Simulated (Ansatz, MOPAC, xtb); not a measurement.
Diatomic MgCl, multiplicity 2 (the spin of the measured ground state).

The constants come from a fifth-degree fit in 1/R (seven points, main isotopes). In def2 and cc sets the state is the lowest found near the PBE0 minimum, followed along R.

The values were computed with Ansatz (Gaussian basis) for Hartree–Fock, density functionals and correlated methods; MOPAC for AM1, PM6 (differences of heats of formation); xtb for the GFN methods. Values without a source in brackets are computed. The GFN methods have no spin term and hold the electronic entropy of 300 K.

```tsv
level	r_e (Å)	ω_e (cm⁻¹)	α_e (cm⁻¹)	B_e (cm⁻¹)	D_e (eV)	dipole (D)
AM1	2.165	498	0.00074	0.253	-	-
PM6	2.224	489	0.0011	0.240	-	-
GFN1-xTB	2.264	355	0.0025	0.231	-	-
GFN2-xTB	2.163	387	0.0028	0.253	-	-
SVWN5/def2-TZVPP	2.199	456	0.0017	0.245	3.73	3.28
PBE/def2-TZVPP	2.226	442	0.0017	0.239	3.35	3.27
r2SCAN/def2-TZVPP	2.212	458	0.0016	0.242	3.61	3.39
B97M-V/def2-TZVPP	2.209	454	0.0017	0.243	3.40	3.47
B3LYP/def2-TZVPP	2.221	447	0.0016	0.240	3.15	3.48
PBE0/def2-TZVPP	2.211	457	0.0016	0.242	3.35	3.37
BHLYP/def2-TZVPP	2.207	462	0.0016	0.243	3.11	3.54
CAM-B3LYP/def2-TZVPP	2.206	459	0.0016	0.243	3.20	3.46
wB97X-V/def2-TZVPP	2.209	463	0.0016	0.243	3.35	3.38
wB97M-V/def2-TZVPP	2.218	452	0.0016	0.241	3.15	3.68
B2PLYP/def2-TZVPP	2.215	455	0.0016	0.241	3.21	-
CCSD/def2-TZVPP	2.214	463	0.0015	0.242	3.05	-
CCSD/def2-QZVPP	2.199	467	0.0017	0.245	3.20	-
CCSD(T)/def2-TZVPP	2.215	461	0.0015	0.241	3.11	-
CCSD(T)/def2-QZVPP	2.201	464	0.0017	0.245	3.28	-
```

D_e counts from each atom's lowest state at the same level, without counterpoise or zero-point energy.

Correlated levels freeze the inner cores; with def2 sets outer-core shells near the valence are correlated too. The state that AM1, PM6 reach isn't checked.

Measured for the ground state: r_e 2.1991 Å, ω_e x_e 2.1 cm-1, B_e 0.24502 cm-1, α_e 0.00158 cm-1 [Huber and Herzberg (1979), NIST Chemistry WebBook].

Ansatz is an electronic-structure program.
